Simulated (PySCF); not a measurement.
## Electron correlation in Ar²⁺ (argon, charge +2)

[Ne] 3s2 3p4, high-spin 3P determinant. Computed with PySCF 2.14 in aug-cc-pwCVDZ, with the non-relativistic Hamiltonian (point nucleus). Frozen: [Ne]; 6 electrons correlated.

```tsv
level	correlation energy (mhartree)
CCSD	-122.08
(T)	-1.61
CCSD(T)	-123.69
CCSDT	-124.04
```

Diagnostics: T1 = 0.0071, D1 = 0.0243, largest double amplitude 0.048.

Cost of the coupled-cluster step: about 0.7 core-seconds, for 6 correlated electrons.
